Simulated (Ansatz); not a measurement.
Compare A (`CC/C=C(\C)CC`) with its isomer B (`CC1(C)CCCC1`).

Computed with Ansatz on PBE0-D4/def2-TZVP structures; ΔE is electronic, products minus reactants. CCSD(T)/CBS is the MP2 limit (def2-TZVPP, def2-QZVPP) plus CCSD(T) − MP2 in def2-TZVPP, frozen cores. DFT in def2-TZVPP. One conformer a species, not always the lowest.

**Question.** Which isomer does CCSD(T)/CBS put lower? Give the gap. (Estimate.)

**Answer.** Ansatz gave: B, by 63.8 kJ/mol.

**Question.** Give E(B) − E(A) in kJ/mol with MP2/def2-TZVPP, CCSD/def2-TZVPP, CCSD(T)/def2-TZVPP, ωB97M-V, BLYP-D4, LDA (SPW92), CCSD(T)/def2-SVP. (Estimate.)

**Answer.** The calculation gave: MP2/def2-TZVPP -74.9, CCSD/def2-TZVPP -65.4, CCSD(T)/def2-TZVPP -65.5, ωB97M-V -66.5, BLYP-D4 -33.1, LDA (SPW92) -80.1, CCSD(T)/def2-SVP -69.0. None reverses the order clearly.

Largest T1 diagnostic: 0.009.

From PBE to PBE0 (25 % exact exchange), in def2-TZVPP and without D4, E(B) − E(A) moves by −14.2 kJ/mol. In def2-TZVPP, CCSD(T) changes the Hartree–Fock value by −26.0 kJ/mol (the triples alone add −0.2 kJ/mol) and MP2 by −35.4 kJ/mol.
